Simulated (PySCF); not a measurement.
PySCF job for FH₇N₂Si₂, SMILES N([SiH2]F)[SiH2]N, TDA-B3LYP/def2-SVPD. The structure is a stationary point at PBE-D3(BJ)/def2-SVP. The structure was generated by enumeration, and PubChem lists no compound with its InChIKey, so it may never have been made. The values are those of a single conformer.

```python
import numpy as np
from pyscf import gto, scf, dft, tdscf

mol = gto.M(
    atom='''
    Si    1.37169769   -0.19749618   -0.93735430
    F     2.29748541   -0.63435338    0.35214984
    N    -0.31553387   -0.48092467   -0.67196028
    Si   -1.47853520    0.58313780    0.13523345
    N    -1.80067973    0.35212923    1.82759157
    H     1.58064771    1.27064477   -1.13592427
    H     1.84261720   -1.03378748   -2.08876447
    H    -0.63200056   -1.44223388   -0.84354900
    H    -2.80420219    0.40052502   -0.54588720
    H    -0.89274058    1.95224546   -0.04031523
    H    -2.41949474   -0.40800528    2.12005810
    H    -1.04297538    0.47237694    2.50530617
    ''',
    basis='def2-SVPD',
    charge=0,
    spin=0,
    max_memory=1600,
    verbose=4,
)
mf = dft.RKS(mol, xc='b3lyp').density_fit(auxbasis='def2-universal-jkfit')
mf.grids.level = 3
mf.conv_tol = 1e-9
mf.max_cycle = 100
mf.kernel()
mf.grids = dft.Grids(mol).set(level=1).build(with_non0tab=True)  # coarser grid for the response kernel
td = tdscf.TDA(mf)
td.singlet = True
td.nstates = 10
td.conv_tol = 1e-4
td.positive_eig_threshold = 1e-6
td.kernel(x0=td.get_init_guess(mf, 15))
td.analyze()
tt = tdscf.TDA(mf)
tt.singlet = False
tt.nstates = 4
tt.conv_tol = 1e-4
tt.positive_eig_threshold = 1e-6
tt.kernel(x0=tt.get_init_guess(mf, 9))
tt.analyze(verbose=3)
```

It prints:

```
PySCF version 2.14.0

[INPUT] verbose = 4
[INPUT] num. atoms = 12
[INPUT] num. electrons = 58
[INPUT] charge = 0
[INPUT] spin (= nelec alpha-beta = 2S) = 0
[INPUT] symmetry False subgroup None
[INPUT] Mole.unit = angstrom
[INPUT] Symbol           X                Y                Z      unit          X                Y                Z       unit  Magmom
[INPUT]  1 Si     1.371697690000  -0.197496180000  -0.937354300000 AA    2.592132959799  -0.373213690848  -1.771342908683 Bohr   0.0
[INPUT]  2 F      2.297485410000  -0.634353380000   0.352149840000 AA    4.341618200084  -1.198754154392   0.665466752409 Bohr   0.0
[INPUT]  3 N     -0.315533870000  -0.480924670000  -0.671960280000 AA   -0.596272597324  -0.908815912847  -1.269820895786 Bohr   0.0
[INPUT]  4 Si    -1.478535200000   0.583137800000   0.135233450000 AA   -2.794026593529   1.101970734881   0.255554183380 Bohr   0.0
[INPUT]  5 N     -1.800679730000   0.352129230000   1.827591570000 AA   -3.402791527756   0.665427805154   3.453647534864 Bohr   0.0
[INPUT]  6 H      1.580647710000   1.270644770000  -1.135924270000 AA    2.986991271321   2.401170616911  -2.146585768546 Bohr   0.0
[INPUT]  7 H      1.842617200000  -1.033787480000  -2.088764470000 AA    3.482041860413  -1.953575208204  -3.947192787022 Bohr   0.0
[INPUT]  8 H     -0.632000560000  -1.442233880000  -0.843549000000 AA   -1.194307968972  -2.725427040769  -1.594076582651 Bohr   0.0
[INPUT]  9 H     -2.804202190000   0.400525020000  -0.545887200000 AA   -5.299174137006   0.756882593836  -1.031577302906 Bohr   0.0
[INPUT] 10 H     -0.892740580000   1.952245460000  -0.040315230000 AA   -1.687035196485   3.689209247326  -0.076184743349 Bohr   0.0
[INPUT] 11 H     -2.419494740000  -0.408005280000   2.120058100000 AA   -4.572182418426  -0.771018236576   4.006329177166 Bohr   0.0
[INPUT] 12 H     -1.042975380000   0.472376940000   2.505306170000 AA   -1.970937822864   0.892663044160   4.734342519483 Bohr   0.0

nuclear repulsion = 299.534213956595
number of shells = 73
number of NR pGTOs = 247
number of NR cGTOs = 167
basis = def2-SVPD
ecp = {}


[settings echo left out]
init E= -792.43125713237
  HOMO = -0.31902813571089  LUMO = -0.0354764250421473  gap/eV = 7.71584
cycle= 1 E= -792.291325180069  delta_E= 0.14  |g|= 0.756  |ddm|=  4.3
  HOMO = -0.177861770359864  LUMO = 0.0055737888368772  gap/eV = 4.99154
cycle= 2 E= -792.112076559739  delta_E= 0.179  |g|= 1.23  |ddm|= 2.69
  HOMO = -0.273374879335515  LUMO = -0.00924319960973374  gap/eV = 7.18739
cycle= 3 E= -792.40312083326  delta_E= -0.291  |g|= 0.0684  |ddm|= 1.66
  HOMO = -0.272895872551716  LUMO = -0.00667489266158316  gap/eV = 7.24424
cycle= 4 E= -792.40384836619  delta_E= -0.000728  |g|= 0.0394  |ddm|= 0.136
  HOMO = -0.268964742970712  LUMO = -0.00601035694614049  gap/eV = 7.15535
cycle= 5 E= -792.404123277111  delta_E= -0.000275  |g|= 0.0091  |ddm|= 0.0598
  HOMO = -0.27020968979072  LUMO = -0.00658766729979288  gap/eV = 7.17352
cycle= 6 E= -792.404144251421  delta_E= -2.1e-05  |g|= 0.00178  |ddm|= 0.0139
  HOMO = -0.270323767207603  LUMO = -0.00654437606107461  gap/eV = 7.17780
cycle= 7 E= -792.404144824581  delta_E= -5.73e-07  |g|= 0.000948  |ddm|= 0.00357
  HOMO = -0.270277555794963  LUMO = -0.00653928856295138  gap/eV = 7.17668
cycle= 8 E= -792.404145021307  delta_E= -1.97e-07  |g|= 0.00011  |ddm|= 0.00111
  HOMO = -0.27028394654581  LUMO = -0.00654116280655037  gap/eV = 7.17681
cycle= 9 E= -792.404145024048  delta_E= -2.74e-09  |g|= 2e-05  |ddm|= 0.000194
  HOMO = -0.270281643317573  LUMO = -0.00654070437701693  gap/eV = 7.17676
cycle= 10 E= -792.40414502415  delta_E= -1.02e-10  |g|= 5.98e-06  |ddm|= 4.39e-05
  HOMO = -0.270281859819394  LUMO = -0.00654105894434043  gap/eV = 7.17675
Extra cycle  E= -792.404145024157  delta_E= -6.59e-12  |g|= 5.92e-06  |ddm|= 1.8e-05
converged SCF energy = -792.404145024157
tot grids = 45672
Overwritten attributes  positive_eig_threshold  of <class 'pyscf.tdscf.rks.TDA'>


******** <class 'pyscf.tdscf.rks.TDA'> for <class 'pyscf.df.df_jk.DFRKS'> ********
nstates = 10 singlet
deg_eia_thresh = 1.000e-03
wfnsym = None
conv_tol = 0.0001
eigh lindep = 1e-12
eigh level_shift = 0
eigh max_cycle = 100


Excitation energies (eV)
[6.24796846 6.79009066 7.02622675 7.2409409  7.52796434 7.57968874
 7.74056044 7.88005717 7.9381897  8.03927883]

** Singlet excitation energies and oscillator strengths **
Excited State   1:      6.24797 eV    198.44 nm  f=0.0616
      29 -> 30       -0.68388
      29 -> 31       -0.11970
Excited State   2:      6.79009 eV    182.60 nm  f=0.0456
      28 -> 30        0.28557
      29 -> 30       -0.11477
      29 -> 31        0.58074
      29 -> 32        0.24278
Excited State   3:      7.02623 eV    176.46 nm  f=0.0334
      28 -> 30       -0.50733
      29 -> 31        0.36875
      29 -> 32       -0.30466
Excited State   4:      7.24094 eV    171.23 nm  f=0.0224
      28 -> 30       -0.38629
      29 -> 32        0.57454
Excited State   5:      7.52796 eV    164.70 nm  f=0.0123
      29 -> 33       -0.68286
Excited State   6:      7.57969 eV    163.57 nm  f=0.0162
      28 -> 31        0.38545
      28 -> 32        0.11662
      29 -> 34        0.55614
      29 -> 36       -0.11193
Excited State   7:      7.74056 eV    160.17 nm  f=0.0767
      28 -> 31       -0.56607
      29 -> 34        0.38303
Excited State   8:      7.88006 eV    157.34 nm  f=0.0031
      28 -> 32        0.17349
      29 -> 34        0.10620
      29 -> 36        0.50357
      29 -> 37       -0.37734
      29 -> 39       -0.14325
Excited State   9:      7.93819 eV    156.19 nm  f=0.0134
      28 -> 32        0.41785
      29 -> 35       -0.44870
      29 -> 36       -0.21446
      29 -> 38       -0.17974
Excited State  10:      8.03928 eV    154.22 nm  f=0.0077
      28 -> 32        0.47115
      29 -> 35        0.32173
      29 -> 36        0.11557
      29 -> 37        0.32113
      29 -> 38        0.11840

** Transition electric dipole moments (AU) **
state          X           Y           Z        Dip. S.      Osc.
  1         0.3383     -0.2735     -0.4619      0.4026      0.0616
  2        -0.3464      0.3622     -0.1511      0.2740      0.0456
  3        -0.2706     -0.0913      0.3352      0.1939      0.0334
  4         0.2871     -0.0508     -0.2036      0.1265      0.0224
  5        -0.1845     -0.0115      0.1804      0.0667      0.0123
  6         0.2890      0.0376     -0.0488      0.0873      0.0162
  7        -0.4972      0.0349      0.3952      0.4046      0.0767
  8        -0.0952      0.0703     -0.0431      0.0159      0.0031
  9        -0.2427     -0.0997     -0.0161      0.0691      0.0134
 10         0.0815     -0.0952     -0.1529      0.0391      0.0077

** Transition velocity dipole moments (imaginary part, AU) **
state          X           Y           Z        Dip. S.      Osc.
  1         0.0745     -0.0506     -0.0852      0.0154      0.0446
  2        -0.0818      0.0849     -0.0170      0.0142      0.0379
  3        -0.0496     -0.0145      0.0634      0.0067      0.0173
  4         0.0504     -0.0211     -0.0234      0.0035      0.0089
  5        -0.0469     -0.0044      0.0403      0.0038      0.0093
  6         0.0581      0.0226     -0.0021      0.0039      0.0093
  7        -0.1093      0.0150      0.0813      0.0188      0.0440
  8        -0.0221      0.0249      0.0017      0.0011      0.0026
  9        -0.0421      0.0065     -0.0011      0.0018      0.0041
 10         0.0251     -0.0075     -0.0249      0.0013      0.0030

** Transition magnetic dipole moments (imaginary part, AU) **
state          X           Y           Z
  1        -0.5236     -0.0597     -0.1459
  2         0.2323      0.0146      0.3984
  3         0.1620     -0.4928     -0.1054
  4         0.0488      0.4939     -0.1888
  5        -0.1629     -0.4743     -0.0117
  6         0.5268      0.3763      0.2567
  7         0.0432     -0.5718      0.2830
  8        -0.0050      0.2160      0.2992
  9         0.0288     -0.0767     -0.1078
 10         0.3112      0.3853     -0.2314


******** <class 'pyscf.tdscf.rks.TDA'> for <class 'pyscf.df.df_jk.DFRKS'> ********
nstates = 4 triplet
deg_eia_thresh = 1.000e-03
wfnsym = None
conv_tol = 0.0001
eigh lindep = 1e-12
eigh level_shift = 0
eigh max_cycle = 100


Excitation energies (eV)
[5.86511161 6.40808097 6.73622257 6.85411743]

** Triplet excitation energies and oscillator strengths **
Excited State   1:      5.86511 eV    211.39 nm  f=0.0000
Excited State   2:      6.40808 eV    193.48 nm  f=0.0000
Excited State   3:      6.73622 eV    184.06 nm  f=0.0000
Excited State   4:      6.85412 eV    180.89 nm  f=0.0000
```

The run converged.
